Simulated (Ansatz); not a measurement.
```xyz
13

B    -0.564    2.081   -0.775
Si    0.488    1.528    0.813
Ge   -0.246   -0.748    1.058
Si    0.246   -2.012   -0.896
H    -0.163    1.858   -1.879
H    -1.665    2.531   -0.659
H     1.962    1.476    0.614
H     0.186    2.250    2.078
H    -1.762   -0.782    1.330
H     0.461   -1.363    2.281
H     1.697   -1.917   -1.202
H    -0.117   -3.443   -0.719
H    -0.521   -1.459   -2.045
```

Total charge 0; spin multiplicity 1.

Problem. List the PBE/def2-TZVPP orbital energies in eV (the Gaussian-basis code of Ansatz). (Best estimate.)

Solution. The calculation gave: Occupied: -10804.46, -1779.72, -1779.41, -1337.85, -1191.27, -1191.26, -1191.25, -177.54, -162.40, -137.49, -137.21, -113.85, -113.83, -113.82, -94.23, -94.21, -94.21, -93.97, -93.92, -93.89, -29.66, -29.65, -29.63, -29.60, -29.60, -14.64, -13.44, -12.47, -11.46, -9.11, -8.91, -8.67, -8.27, -8.12, -7.75, -7.17, -6.73. Lowest empty: -3.41, -0.88, -0.54, -0.40, -0.13, 0.32, 0.48, 0.74.
